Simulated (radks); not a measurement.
The numbers below are computed, except where a source is named.
Task: These are the eigenvalues of the occupied orbitals of an atom or ion with whole-number occupations (eV). Code: a radial shooting solver on a logarithmic mesh with Libxc functionals. Model: scalar-relativistic Kohn-Sham, SCAN, spin-polarised, spherical densities, finite nucleus; meta-GGA in the generalised Kohn-Sham scheme; Fermi nuclear charge, rms radius of each element as measured or else 0.836 A^(1/3) + 0.57 fm.

orbital  eigenvalue
1s up     -73652.78
1s down   -73650.67
2s up     -14376.44
2s down   -14375.21
2p up     -12789.73
2p down   -12787.74
3s up     -4734.365
3s down   -4732.814
3p up     -4261.603
3p down   -4259.505
3d up     -3740.273
3d down   -3737.776
4s up     -2215.393
4s down   -2203.116
4p up     -2037.507
4p down   -2025.496

Which element is it, and in what charge state? The configuration may be excited. Open shells, if any, are filled with parallel spins first.

Result: Z = 75, rhenium, charge +41: Re41+ in [Ar] 3d10 4s2 4p4. The list shows which subshells hold electrons but not how many an open one holds; the 1s level, -2706.7 hartree, gives Z - s = 73.6 by -(Z - s)^2/2, which with screening and relativity narrows Z to a few neighbours, and the depths of the outer levels then fix element, charge and occupations together.
